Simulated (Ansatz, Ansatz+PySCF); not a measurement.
```xyz
8

C     0.0000    0.0000   -0.7596
C     0.0000    0.0000    3.7978
H     0.0000   -1.0240   -1.1651
H    -0.8868    0.5120   -1.1651
H     0.8868    0.5120   -1.1651
H     0.0000    1.0240    4.2034
H    -0.8868   -0.5120    4.2034
H     0.8868   -0.5120    4.2034
```

Basis set: cc-pVDZ (spherical functions). Correlated methods keep 2 orbitals frozen. Charge 0, multiplicity 1.

Computed with Ansatz (development build ahead of 0.2.0); each method stands on the lowest determinant of its kind that the runs found. Restricted open shells among the atoms or ions are ROHF, correlated in semicanonical orbitals with singles. Restricted functionals stand beside restricted open-shell atoms, which can lie above the unrestricted atoms usual in DFT and then raise those values.

The atomization energy at this shape (free ground-state atoms in the same class of orbitals less the molecule, no zero-point energy) of singlet C2H6 in separate pieces:

| method | atomization energy |
| --- | --- |
| ωB97X (unrestricted) | 2445.8 kJ/mol |
| PBE (unrestricted) | 2479.6 kJ/mol |
| ωB97X (restricted) | 2156.2 kJ/mol |
| PBE (restricted) | 2369.8 kJ/mol |
| PBE0 (restricted) | 2259.2 kJ/mol |
| RHF-MP2 | 2273.6 kJ/mol |
| UHF | 1918.5 kJ/mol |
| RHF | 1421.3 kJ/mol |

Question: What does PBE0 (unrestricted) give?

Answer: 2465.6 kJ/mol. Caution: the shape is not the minimum. Caution for ωB97X (unrestricted), PBE0 (unrestricted), PBE (unrestricted), ωB97X (restricted), PBE (restricted), PBE0 (restricted): charge can spread falsely over distant fragments. Caution for ωB97X (unrestricted), PBE0 (unrestricted), PBE (unrestricted), UHF: the unrestricted determinant is a mixture of spin states. Caution for ωB97X (restricted), PBE (restricted), PBE0 (restricted), RHF-MP2, RHF: an unrestricted determinant lies well below. Caution for RHF-MP2: large amplitudes, a single reference is doubtful. Caution for UHF: the determinant breaks the point group.
